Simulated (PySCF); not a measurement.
CH₂O, SMILES [C-](=[O+]\[H])/[H].

Geometry optimised at ωB97X-D3(BJ)/def2-TZVPD.

Calculation: PySCF with r2SCAN/def2-TZVPD.

- total energy = -114.39984 hartree
- point group = Cs
- highest occupied level = -5.30 eV
- lowest empty level = -2.51 eV
- orbital gap = 2.78 eV
- dipole moment = 1.74 D
- quadrupole, principal values (traceless, Buckingham form, about the centre of nuclear charge) = -6.23, 0.39, 5.85 D·Å
- mean static polarisability = 20.7 bohr³ (3.06 Å³)
- polarisability, principal values = 17.0, 20.6, 24.4 bohr³
